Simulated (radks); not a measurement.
Effect of the nuclear size on the fluorine ion F+, [He] 2s2 2p4. All-electron calculation, Dirac Kohn-Sham, BLYP, spin-unpolarised, spherical densities, finite nucleus; open shells are shared between the two j in proportion to 2j + 1; Fermi nuclear charge, rms radius 2.8976 fm. Program: a radial shooting solver on a logarithmic mesh with Libxc functionals. The rms radius is varied about that value; shifts are against it.

rms radius (fm)  total energy shift (eV)  density at nucleus (e/bohr^3)  1s1/2 shift (meV)
2.5238                         -0.000174                          468.3             -0.070
2.7933                        -0.0000508                            468             -0.020
2.8976                                 0                          467.9              0.000
2.9932                         0.0000482                          467.8              0.019
3.5438                          0.000356                          467.4              0.143

Slopes of the eigenvalues against <r^2> in GHz/fm^2, as finite differences over the two radii next to the reference (eigenvalue slopes, not the field-shift constants of lines): 1s1/2 8.29.
